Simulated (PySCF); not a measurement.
Compound: C5H6N2O.
InChI=1S/C5H6N2O/c1-3-5-7-6-4(2)8-5/h3H,1H2,2H3

Torsions of this conformer, `[CH2:1]=[CH:2][c:3]1[n:4][n:5][c:6]([CH3:7])[o:8]1`: C1–C2–C3–N4 180°.

The closed-shell ground state was solved at several levels (PySCF, density fitting, gas phase, non-relativistic). The structure is a single GFN2-xTB conformer in the gas phase; no vibrational or solvent corrections.

```csv
level,basis functions,total energy (Eh),HOMO (eV),LUMO (eV),gap (eV),dipole (D)
B3LYP/pcJ-1,276,-378.8378,-6.99,-1.68,5.31,3.61
CAM-B3LYP/def2-SVPD,211,-378.3869,-8.46,-0.44,8.02,3.66
```

(1) Estimate the row for PBE0/pcSseg-1, a basis of 166 functions; the other rows only guide the guess.

(2) Over all these levels, which gives the widest orbital gap and which the narrowest?

(3) How far do the dipole and the HOMO energy spread over the levels?

## Answers

(1) Total energy -378.3520 Eh, HOMO -7.21 eV, LUMO -1.49 eV, gap 5.72 eV, dipole 3.69 D.

(2) CAM-B3LYP/def2-SVPD (range-separated hybrid) has the widest, 8.02 eV, and B3LYP/pcJ-1 (global hybrid, 20 % exact exchange) the narrowest, 5.31 eV. Functional and basis both differ between the two, so the spread mixes both effects.

(3) The dipole runs from 3.61 to 3.69 D (mean 3.65 D) and the HOMO from -8.46 to -6.99 eV.
